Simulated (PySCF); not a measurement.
B3LYP has the VWN-RPA correlation part, as in Gaussian. Excitations are Tamm–Dancoff values on a coarser integration grid. The basis has no diffuse functions, so Rydberg states are missing or too high.

Cartesian coordinates (Å):
SMILES: C[O][Ge]([CH3])([O]C)[O]C
```xyz
20

C     -1.8318    -1.1397     1.4615
O     -1.6380    -0.9882     0.0686
Ge    -0.1753    -0.2752    -0.6270
C      0.0633    -0.8640    -2.4503
O      1.1104    -0.7441     0.5207
C      2.4180    -0.2335     0.3873
O     -0.2462     1.5050    -0.6381
C     -0.5986     2.2217     0.5258
H     -2.1870    -0.2018     1.9287
H     -0.9097    -1.4535     1.9789
H     -2.6036    -1.9105     1.6210
H     -0.9152    -0.8851    -2.9506
H      0.7268    -0.1683    -2.9818
H      0.4973    -1.8736    -2.4628
H      2.9340    -0.6309    -0.5088
H      3.0038    -0.5349     1.2711
H      2.4351     0.8705     0.3238
H     -0.0314     1.8871     1.4151
H     -0.3751     3.2886     0.3623
H     -1.6768     2.1305     0.7547
```
Charge 0, multiplicity 1.

Problem. What S1–T1 gap (TDA), S1 oscillator strength, T1 excitation (TDA), HOMO, HOMO–LUMO gap, total energy, dipole moment and LUMO does PySCF 2.14.0 with B3LYP-D3(BJ)/def2-TZVP // B3LYP-D3(BJ)/def2-SVP give?

Solution. 
| Quantity | Result |
|---|---|
| S1–T1 gap (TDA) | 0.34 eV |
| S1 oscillator strength | 0.005 |
| T1 excitation (TDA) | 6.40 eV |
| HOMO | -7.46 eV |
| HOMO–LUMO gap | 7.74 eV |
| total energy | -2462.6158 Ha |
| dipole moment | 0.94 D |
| LUMO | 0.27 eV |
